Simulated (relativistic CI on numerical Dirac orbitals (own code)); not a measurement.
**Energy levels of Sm54+**

Computed by Dirac-Coulomb-Breit CI, orbitals from a KLI potential per configuration, model QED (radiative potential, 1s self-energy scaled to tabulated hydrogen-like ionisation energies), unscaled Slater integrals (own radial code, finite nucleus).

Configuration list (outside the closed core 1s2): 2s²2p⁴, 2s2p⁵, 2p⁶, 2p⁵3s, 2p⁵3p, 2p⁵3d, 2s²2p³3s, 2s²2p³3p, 2s²2p³3d, 2s2p⁴3s, 2s2p⁴3p, 2s2p⁴3d, 2s²2p³4s, 2s²2p³4p, 2s²2p³4d, 2s²2p³4f, 2s2p⁴4s, 2s²2p²3s², 2s2p⁴4p, 2s2p⁴4d, 2s2p⁴4f, 2s²2p²3s3p, 2s²2p³5s, 2s²2p³5p, 2s²2p²3s3d, 2s²2p³5d, 2s²2p²3p², 2s²2p³5f, 2s²2p³5g, 2s²2p²3p3d, 2s2p³3s², 2s²2p²3d², 2s2p³3s3p, 2s2p³3s3d, 2s2p³3p², 2s2p⁴5s. Levels of other configurations are missing.

The lowest level is 2s²2p⁴ ³P2, with 69 % of that term; Hund's rules for 2s²2p⁴ give ³P with J = 2, in agreement.

```csv
No.,Configuration,Term,J,E (10³ cm⁻¹),%,Landé g,jj configuration (%)
1,2s²2p⁴,³P,2,0.0,69,1.321,2p3/2^2 (100)
2,2s²2p⁴,¹S,0,377.8,64,,2p3/2^2 (100)
3,2s²2p⁴,³P,1,5029.5,100,1.478,2p1/2 2p3/2^3 (100)
4,2s²2p⁴,¹D,2,5175.4,69,1.128,2p1/2 2p3/2^3 (100)
5,2s2p⁵,³P°,2,7571.9,100,1.474,2s 2p3/2^3 (100)
6,2s2p⁵,¹P°,1,8103.3,59,1.182,2s 2p3/2^3 (99)
7,2s²2p⁴,³P,0,10345.9,64,,2p3/2^4 (99)
8,2s2p⁵,³P°,0,12677.5,100,,2s 2p1/2 2p3/2^4 (100)
9,2s2p⁵,³P°,1,12957.3,59,1.263,2s 2p1/2 2p3/2^4 (99)
10,2p⁶,¹S,0,15955.7,99,,closed (99)
11,2p³(2P°)3s,³P°,2,48256.4,48,1.503,2p3/2 3s (100)
12,2p³(2P°)3s,¹P°,1,48317.5,31,1.165,2p3/2 3s (100)
13,2p³(2P°)3p,³P,1,49011.3,31,1.489,2p3/2 3p1/2 (100)
14,2p³(2P°)3p,³D,2,49025.9,25,1.175,2p3/2 3p1/2 (100)
15,2p³(2P°)3p,³D,3,50447.6,49,1.332,2p3/2 3p3/2 (100)
16,2p³(4S°)3p,³P,1,50449.4,35,1.353,2p3/2 3p3/2 (100)
17,2p³(2P°)3p,³P,2,50634.9,44,1.318,2p3/2 3p3/2 (99)
18,2p³(2D°)3p,³P,0,50801.6,71,,2p3/2 3p3/2 (99)
19,2p³(2P°)3d,³D°,2,51235.3,33,1.031,2p3/2 3d3/2 (99)
20,2p³(2P°)3d,³F°,3,51289.5,27,1.095,2p3/2 3d3/2 (97)
21,2p³(2P°)3d,³D°,1,51312.6,33,1.102,2p3/2 3d3/2 (99)
22,2p³(2P°)3d,³P°,0,51328.2,63,,2p3/2 3d3/2 (100)
23,2p³(2P°)3d,³F°,4,51622.8,50,1.247,2p3/2 3d5/2 (100)
24,2p³(4S°)3d,³D°,2,51700.4,34,1.238,2p3/2 3d5/2 (99)
25,2p³(2P°)3d,³D°,3,51812.4,46,1.197,2p3/2 3d5/2 (97)
26,2p³(4S°)3d,³D°,1,51885.7,35,1.050,2p3/2 3d5/2 (99)
27,2p³(4S°)3s,⁵S°,2,53158.1,54,1.582,2p1/2 2p3/2^2 3s (99)
28,2p³(4S°)3s,³S°,1,53237.4,55,1.304,2p1/2 2p3/2^2 3s (100)
29,2p³(2D°)3s,³D°,3,53347.2,100,1.309,2p1/2 2p3/2^2 3s (100)
30,2p³(2D°)3s,¹D°,2,53401.5,66,1.033,2p1/2 2p3/2^2 3s (100)
```

Energies count from the lowest computed level; ° marks odd parity. Percentages are summed over parent terms; the parents shown are those of the largest component, closed shells are left out there. Filled j subshells are mostly left out of the jj labels.

The mean weight of the leading LS term, summed over parents, in these 30 levels is 57 %, and that of the leading jj configuration (from the same eigenvectors) 99 %, so jj coupling describes them better and the LS labels are nominal.

At this charge energies of transitions that change n are usually good to better than 1 %, and those within a shell (Δn = 0) to a few per cent.

LS names give the leading component of a level, which can be under half, so a name can repeat, a term be missing and a line seem to break the LS rules.
